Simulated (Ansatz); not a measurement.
A nudged elastic band was laid between two geometries of CH5AsS (8 atoms, charge 0, multiplicity 1).

Computed with RHF/def2-mTZVP (Ansatz 0.2.0).

- movable images: 5
- climbing image: yes
- spring: 5.0 eV/Å²
- optimiser: quadratic models (default)
- start path: IDPP
- force threshold: 0.03 eV/Å
- iteration limit: 60
- end points: relaxed

Image 0:

```xyz
8
Properties=species:S:1:pos:R:3
C -0.767 1.131 -0.434
S -0.245 0.113 0.993
As 1.052 -1.400 -0.041
H -1.318 0.545 -1.152
H 0.079 1.598 -0.913
H -1.413 1.900 -0.037
H 2.229 -1.317 0.902
H 0.475 -2.627 0.626
```

Image 6:

```xyz
8
Properties=species:S:1:pos:R:3
C -0.608 0.915 -0.423
S -0.441 0.314 1.293
As 0.911 -1.458 1.126
H -1.048 0.158 -1.054
H 0.349 1.215 -0.820
H -1.263 1.774 -0.392
H 1.973 -0.831 0.247
H 0.219 -2.143 -0.033
```

Problem. Which bonds break or form, and what moves?

Solution. No bond is made or broken. The height of As3 over the plane of its neighbours goes from 0.86 to -0.86 Å.

Problem. Give the energies along the band, and the barrier.

Solution. The run converged. The highest image is number 2 of 0 to 6, 1.90 eV above the first end and 1.92 eV above the last; the last end lies 0.02 eV below the first. Neighbouring images differ by up to 1.4 eV, so the band resolves the path poorly. A vibrational analysis at the climbing image gives one clearly imaginary mode, 1084i cm⁻¹: a first-order saddle point.

```
image  path coordinate (Å)  energy (eV)  height of As3 over the plane of its neighbours (Å)
    0                 0.00         0.00                                                0.86
    1                 0.49         0.50                                                0.56
    2                 0.98         1.90                                                0.01
    3                 1.36         0.89                                               -0.42
    4                 1.74         0.16                                               -0.73
    5                 2.12         0.02                                               -0.82
    6                 2.50        -0.02                                               -0.86
```

Problem. What is the geometry of the highest image?

Solution. 
```xyz
8
Properties=species:S:1:pos:R:3
C -0.729 1.094 -0.505
S -0.397 0.294 1.108
As 0.911 -1.361 0.673
H -1.218 0.409 -1.177
H 0.184 1.459 -0.944
H -1.387 1.926 -0.292
H 2.370 -1.187 0.705
H 0.358 -2.690 0.376
```

Run time: 86 s on 1 CPU thread of a shared host.
